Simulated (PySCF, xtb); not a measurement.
Si(H)(F) anion (FHSi), SMILES F[SiH] (connectivity only; charge and spin as stated), charge -1, multiplicity 2.

Harmonic wavenumbers (cm⁻¹) from GFN2-xTB (xtb) at its own minimum, in rising order: 317, 678, 785.

Task: What does B3LYP-D3(BJ)/def2-TZVPD in PySCF give at its own minimum? (Estimate from the structure and the level; the computed values follow.)

Result: 632, 788, 1764. Paired by order, the mean absolute difference is 468 cm⁻¹ and the zero-point energies are 2.5 and 4.6 kcal/mol.
